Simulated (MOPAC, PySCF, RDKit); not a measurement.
Dimer: dimethyl selenide (SMILES C[Se]C) (first 9 atoms) with HF (SMILES F); geometry from B3LYP-D3(BJ)/def2-TZVP.
(charge 0, multiplicity 1):
```xyz
11

C     -1.38934    -0.95033     0.90298
Se    -0.09159     0.47205     0.52497
C      1.37135    -0.69044    -0.07386
H     -0.98035    -1.62656     1.64940
H     -2.28233    -0.46804     1.29352
H     -1.62881    -1.48171    -0.01477
H      1.63673    -1.38040     0.72317
H      2.21701    -0.04454    -0.29801
H      1.06999    -1.22753    -0.96980
F      0.99148    -0.09912     3.44628
H      0.67140     0.27406     2.63505
```

Monomers are frozen at their geometry in the pair; levels with a basis set take the counterpoise correction. Rows marked so take none. RDKit's UFF carries no charges.

Rows in 6-31G*, STO-3G carry no dispersion term and start afresh at each structure (6-31G* with six Cartesian d functions); the Pople sets are all-electron and without relativity. The state that PM6 reach isn't checked.

Programs: MOPAC for PM6 (differences of heats of formation); PySCF for 6-31G* rows, STO-3G rows; RDKit for the force fields. Values without a source in brackets are computed.

**Question.** One of these levels gives -92.4 meV for the interaction energy. Which one is it?
A) UFF
B) PM6
C) HF/6-31G* (no counterpoise)
D) HF/STO-3G (no counterpoise)

**Answer.** D, HF/STO-3G (no counterpoise). The others give 777.3 (UFF), 25.9 (PM6), -215.9 (HF/6-31G* (no counterpoise))
